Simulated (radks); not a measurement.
Values are calculated unless marked as measured or tabulated.
Task: These are the eigenvalues of the occupied orbitals of an atom or ion with whole-number occupations (hartree). Code: a radial shooting solver on a logarithmic mesh with Libxc functionals. Model: non-relativistic Kohn-Sham, TPSS, spin-polarised, spherical densities, point nucleus; meta-GGA in the generalised Kohn-Sham scheme.

orbital  eigenvalue
1s down   -276.7461
1s up     -276.7461
2s up     -32.57648
2s down   -32.52379
2p up     -28.22733
2p down   -28.18508
3s up      -3.76630
3s down    -3.64015
3p up      -2.46541
3p down    -2.34032
3d up      -0.35751
3d down    -0.24562
4s up      -0.20620
4s down    -0.18557

Which element is it, and in what charge state? The configuration may be excited. Open shells, if any, are filled with parallel spins first.

Result: Z = 27, cobalt, charge 0: Co in [Ar] 3d7 4s2. The list shows which subshells hold electrons but not how many an open one holds; the 1s level, -276.75 hartree, gives Z - s = 23.5 by -(Z - s)^2/2, which with screening narrows Z to a few neighbours, and the depths of the outer levels then fix element, charge and occupations together.
